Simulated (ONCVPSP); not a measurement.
## Ag (Z = 47): excitation energies, all-electron against ONCV

Ag (Z = 47), optimised norm-conserving Vanderbilt (ONCV), made with ONCVPSP 4.0.1 (PBE, scalar-relativistic). Core [Ar] 3d10, reference 4s2 4p6 4d10 5s1. Waves: 4s+5s: rc 1.45 bohr, ncon 4, nbas 8, qcut 10.8 1/bohr, 2 projectors; 4p: rc 1.40 bohr, ncon 4, nbas 7, qcut 8.2 1/bohr, 1 projector; 4d: rc 1.20 bohr, ncon 4, nbas 7, qcut 7.6 1/bohr, local. Local part: the d channel. Core correction: Teter function, fcfact 3.25, rcfact 1.8.

Energies are relative to the spin-unpolarised reference configuration 4s2 4p6 4d10 5s1; without spin polarisation the order of configurations can differ from experiment.

**Question.** Give the all-electron excitation energy and the error of the potential for: 4s2 4p6 4d10 5s0; 4s2 4p6 4d9 5s0; 4s2 4p6 4d8 5s0; 4s2 4p5 4d10 5s1.

**Answer.**

```csv
valence configuration,charge,ΔE all-electron (eV),error AE − PS (meV)
4s2 4p6 4d10 5s0,+1,7.757,-1.9
4s2 4p6 4d9 5s0,+2,29.871,-3.9
4s2 4p6 4d8 5s0,+3,66.064,-8.8
4s2 4p5 4d10 5s1,+1,65.245,-76
```

Levels in the configuration 4s2 4p6 4d10 5s0:

```json
{"level": "4s", "all-electron (eV)": "-103.277", "pseudo (eV)": "-103.285"}
{"level": "4p", "all-electron (eV)": "-66.824", "pseudo (eV)": "-66.828"}
{"level": "4d", "all-electron (eV)": "-15.639", "pseudo (eV)": "-15.638"}
```
